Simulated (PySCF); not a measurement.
Compound: C5H6O2.
Atom-mapped SMILES: `[CH3:1][O:2][c:3]1[cH:4][cH:5][cH:6][o:7]1`

Geometry (PBE0-D3(BJ)/def2-TZVP, Å), atoms numbered from 1 in this order:
```
atom  x, y, z in Å
C1    -2.267    0.295   -0.245
O2    -1.339   -0.768   -0.115
C3    -0.067   -0.441    0.084
C4     1.006   -1.228    0.350
C5     2.113   -0.327    0.443
C6     1.632    0.915    0.229
O7     0.281    0.855    0.006
H8    -2.289    0.911    0.657
H9    -2.028    0.927   -1.104
H10   -3.236   -0.176   -0.393
H11    1.000   -2.298    0.464
H12    3.141   -0.583    0.647
H13    2.067    1.899    0.206
```

NICS is the negative of the GIAO shielding at a point without a nucleus: at the ring centre (0) and 1 Å above and below it (1); zz is the component along the ring normal. Level: GIAO B97-2/pcSseg-2 (PySCF, non-relativistic, gas phase) on the PBE0-D3(BJ)/def2-TZVP geometry, one conformer.

Ring bond lengths (Å): C3–C4 1.357, C4–C5 1.430, C5–C6 1.350, C6–O7 1.370, O7–C3 1.344.

Question: Give the NICS values of each ring in ppm.

Answer: 
```
          ring                                               type  NICS(0)  NICS(1), two faces  NICS(1)zz, two faces  rms pucker (Å)  centre to ring atoms, mean (Å)
C3–C4–C5–C6–O7  5-membered ring with O; formal bonds all aromatic    -11.6         -7.8 / -7.9         -23.1 / -23.2            0.00                            1.17
```

Question: What do they say, and how far can they be read as aromaticity?

Answer: 
- C3–C4–C5–C6–O7: mean NICS(1)zz -23.2 ppm, shielded. For a flat ring without four-coordinate atoms the NICS criterion counts such a value as aromatic.

Question: What does the geometric index give? HOMA = 1 − mean of α(R − Ropt)² over the ring bonds, with Krygowski's 1993 parameters (CC: Ropt 1.388 Å, α 257.7 Å⁻²; CO: Ropt 1.265 Å, α 157.38 Å⁻²).

Answer: 
- C3–C4–C5–C6–O7: HOMA 0.24; the largest term is that of C6–O7, α(R − Ropt)² = 1.75. The geometric and the magnetic index disagree.

Question: How shielded are the nuclei of the rings and their hydrogens (means over atoms taken as equivalent)?

Answer: 
```tsv
atoms	environment	σ isotropic (ppm)	principal values of the symmetric part, first atom (ppm)
C3	aromatic carbon bearing oxygen	17.8	-49.0, 35.2, 67.2
C4	aromatic CH carbon	100.6	47.4, 92.4, 162.0
C5	aromatic CH carbon	65.9	-23.7, 64.0, 157.4
C6	aromatic CH next to a ring oxygen	49.4	-21.6, 64.7, 105.0
O7	furan-type oxygen	56.0	-56.6, 3.2, 221.4
H11	aromatic hydrogen	26.32	23.3, 27.1, 28.6
H12	aromatic hydrogen	25.09	23.6, 25.6, 26.1
H13	aromatic hydrogen	24.65	21.9, 25.6, 26.5
```

Question: How do the values depend on the level or the medium?

Answer: 
```
                               level  NICS(0), C3–C4–C5–C6–O7  mean NICS(1)zz, C3–C4–C5–C6–O7
                 B97-2/pcSseg-2, gas                    -11.6                           -23.2
                   KT3/pcSseg-2, gas                    -11.8                           -22.9
                  PBE0/pcSseg-2, gas                    -11.5                           -23.3
               wB97X-D/pcSseg-2, gas                    -11.3                           -23.1
   WP04/pcSseg-2, IEF-PCM chloroform                    -11.7                           -22.0
wB97X-D/pcSseg-2, IEF-PCM chloroform                    -11.1                           -23.1
```

The geometry is the same throughout; the continuum's cavity takes Bondi-type radii × 1.2.
